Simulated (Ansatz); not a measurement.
Geometry optimisation, RKS PBE/def2-SVP (Ansatz 0.2.0).

The input (input.yaml):

```yaml
crystal:
  periodic: [false, false, false]
  atoms:
    - { symbol: Hf, position_ang: [0.0, 0.0, 0.0] }
    - { symbol: O, position_ang: [0.0, 0.0, 2.07] }
    - { symbol: Si, position_ang: [-1.3147, -0.4067, 3.0336] }
    - { symbol: H, position_ang: [-2.239, -1.2403, 2.2704] }
    - { symbol: H, position_ang: [-0.8506, -1.1432, 4.2057] }
    - { symbol: H, position_ang: [-1.9987, 0.8095, 3.4633] }
    - { symbol: F, position_ang: [1.8671, 0.0, -0.6593] }
    - { symbol: Cl, position_ang: [-1.1869, 2.0563, -0.8392] }
    - { symbol: F, position_ang: [-0.9326, -1.6157, -0.6593] }
basis:
  gaussian: { orbitals: def2-SVP }
hamiltonian:
  xc: pbe
relax:
  f_tol: 0.02
  max_steps: 40
output:
  orbitals: {}
```

Command:

```bash
$ ansatz run input.yaml --threads 4 --pin off --max-ram 5120MiB --backend cpu --events-out ev --progress --plain --runs-dir out
```

Where does it end, and by what steps?

It converged. After 11 steps the energy has fallen by 0.663 eV; O2 moved furthest, 0.93 Å.

```tsv
step	energy less start (eV)	largest force component (eV/Å)	accepted
0	0.0000	2.897	yes
1	-0.4537	1.158	yes
2	-0.5414	0.246	yes
3	-0.5679	0.197	yes
4	-0.5989	0.321	yes
5	-0.6379	0.248	yes
6	-0.6539	0.099	yes
7	-0.6523	0.286	no
8	-0.6600	0.026	yes
9	-0.6621	0.096	yes
10	-0.6622	0.078	yes
11	-0.6632	0.004	yes
```

```xyz
9
Properties=species:S:1:pos:R:3
Hf -0.060 0.018 -0.184
O -0.774 -0.207 1.598
Si -1.411 -0.436 3.145
H -2.628 -1.312 3.049
H -0.374 -1.094 4.010
H -1.786 0.899 3.721
F 1.852 0.089 -0.070
Cl -0.911 2.007 -1.148
F -0.564 -1.503 -1.236
```

Whether the end is a true minimum wasn't checked by a vibrational analysis.

The run took 28 s on 4 threads of Arm Neoverse V2, on a shared host, peak memory 0.2 GiB.
